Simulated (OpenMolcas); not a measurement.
**Levels of Sb2+ by method**

| Item | Value |
| --- | --- |
| Program | OpenMolcas 26.06 |
| Basis | ANO-RCC [10s9p8d5f3g] |
| Scalar Hamiltonian | DKH2, point nucleus |
| Active space | 3 electrons in 9 orbitals (RAS2 5s 5p; RAS3 5d, at most 2 electrons) |
| State averaging | 2S+1 = 4 odd, 1 root; 2S+1 = 2 odd, 11 roots; 2S+1 = 4 even, 3 roots; 2S+1 = 2 even, 9 roots |
| Spin-orbit coupling | state interaction with AMFI integrals over the reference wave functions, term energies averaged over their components |

Methods on the same reference wave functions:
A. RASSCF
B. SS-RASPT2, IPEA 0.25 Eh, imaginary shift 0.1 Eh (closed shells correlated: 4d)
C. MS-RASPT2, IPEA 0.25 Eh, imaginary shift 0.1 Eh (closed shells correlated: 4d)

Energies in cm-1 above 5s2 5p 2P* 1/2, the measured ground level; measured values from Moore, Atomic Energy Levels, vol. III, NSRDS-NBS 35 (1971 reprint of NBS Circular 467, 1958).

| Level | A | B | C | Measured |
| --- | --- | --- | --- | --- |
| 5s2 5p 2P* 1/2 | 0.0 | 0.0 | 0.0 | 0.0 |
| 5s2 5p 2P* 3/2 | 5722 | 5720 | 5770 | 6576 |
| 5s 5p2 4P 1/2 | 50538 | 58060 | 58350 |  |
| 5s 5p2 4P 3/2 | 52929 | 60530 | 60820 |  |
| 5s 5p2 4P 5/2 | 56001 | 63510 | 63800 | 64356 |
| 5s 5p2 2D 3/2 | 72413 | 75940 | 76230 | 76523 |
| 5s 5p2 2D 5/2 | 73150 | 76840 | 77130 | 77792 |

Deviations, from unrounded energies. A percentage is the sum of absolute deviations over the sum of measured energies, with the sign that they share, or ± where signs differ.

```json
{"Against measurement": "mean absolute deviation (cm-1)", "Levels": "4", "A": "4500", "B": "810", "C": "580"}
{"Against measurement": "fine structure of the ground term (%)", "Levels": "1", "A": "-13.0", "B": "-13.0", "C": "-12.2"}
{"Against measurement": "other configurations (%)", "Levels": "3", "A": "-7.8", "B": "-1.1", "C": "-0.7"}
```

C lies closest to measurement on these levels and A furthest from it. The largest miss of C in the table is 5s2 5p 2P* 3/2, by -800 cm-1. The ranking rests on the paired levels alone, and a cruder setting can come out closer through cancelling errors.

Between B and C the level of the table that moves most is 5s 5p2 2D 3/2, by 290 cm-1 (lowest in B, highest in C). Moves below CASPT2's spread within the term are not significant.

The lowest spin-free term lies below A's lowest term by 0.477 hartree in B, 0.478 hartree in C.

Term energies are means over components that CASPT2 splits; among the terms shown or strongly mixed into the levels shown the widest spread is 43 cm-1 (5s 5p2 2D, C). The run also gave levels led by 5s 5p 5d, which use shells meant for correlation; these and all levels above them are left out. Some terms mix strongly with configurations of 5d, whose occupation reaches 0.21 (5s 5p2 2D). Computed and measured levels are paired by configuration, term and J; levels that our copy of the source lacks, or whose pairing is in doubt (as where it misses far off the trend of its configuration), stay unpaired and out of the deviations. Levels of configurations outside the active space are missing. The table leaves out levels that lie high or whose names do not pair safely across all columns.

* marks odd parity.
